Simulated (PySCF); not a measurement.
## Dipole response of Br⁺ (bromine, charge +1)

[Ar] 3d10 4s2 4p4, high-spin 3P determinant. All numbers are calculated (PySCF 2.14, the spin-free X2C one-electron Hamiltonian (Gaussian nucleus), in aug-cc-pVQZ-DK (8s7p5d3f2g, 93 functions)). Coupled (time-dependent) response in atomic units; α is the mean over directions.

```json
{"method": "wB97X-V", "mean α (bohr³)": "12.45", "α xx, yy, zz": "12.14, 13.08, 12.14", "C₆ (like pair)": "76.77", "S(−4)": "32.56"}
```

S(−4) is the Cauchy moment in α(ω) = α(0) + S(−4) ω² + …

Spin-orbit coupling is absent.

α(iu) at wB97X-V:

| u (hartree) | α(iu) (bohr³) |
| --- | --- |
| 0 | 12.45 |
| 0.0500 | 12.37 |
| 0.100 | 12.14 |
| 0.200 | 11.29 |
| 0.300 | 10.15 |
| 0.500 | 7.749 |
| 0.750 | 5.409 |
| 1.00 | 3.866 |
| 1.50 | 2.202 |
| 2.00 | 1.419 |
| 3.00 | 0.7454 |
| 5.00 | 0.3262 |

A single London oscillator, α(iu) = α/(1 + u²/ω²), gives C₆ = (3/4) ω α². Matching the computed C₆ needs ω = 4 × 76.77 / (3 × 12.45²) = 0.660 hartree.

For an ion, C₆ is the dispersion term alone; charge-induced terms of lower order in 1/R come first.

The components differ because the open shell of this determinant is not spherical; for a pure term their mean is the scalar polarisability.
